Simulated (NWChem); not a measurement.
Isomers of C2H6O2Si, each optimised at B3LYP/6-31G* with NWChem, gas phase unless a solvent is named. Flexible species stand in one conformer each, which need not be the lowest. Pople sets run with spherical d functions. Relative energies count from the lowest isomer at each level and are electronic, without zero-point energy, on those geometries. Shieldings are non-relativistic GIAO values without spin-orbit effects.

A: CC(=O)[SiH2]O
B: COC(=O)[SiH3]
C: O=CC[SiH2]O

```json
[
 {"quantity": "relative energy, B3LYP/6-31G* (kcal/mol)", "A": "0.2", "B": "19.8", "C": "0.0"},
 {"quantity": "relative energy, CAM-B3LYP/def2-SVP (kcal/mol)", "A": "0.9", "B": "22.8", "C": "0.0"},
 {"quantity": "highest harmonic frequency (cm⁻¹), B3LYP/6-31G*", "A": "3647", "B": "3187", "C": "3807"},
 {"quantity": "SMD solvation free energy in water, B3LYP/6-31G* (kcal/mol)", "A": "-4.2", "B": "-0.5", "C": "-7.5"},
 {"quantity": "29Si shift against tetramethylsilane, B3LYP/6-31G* (ppm)", "A": "-27.7", "B": "-56.8", "C": "-0.7"}
]
```
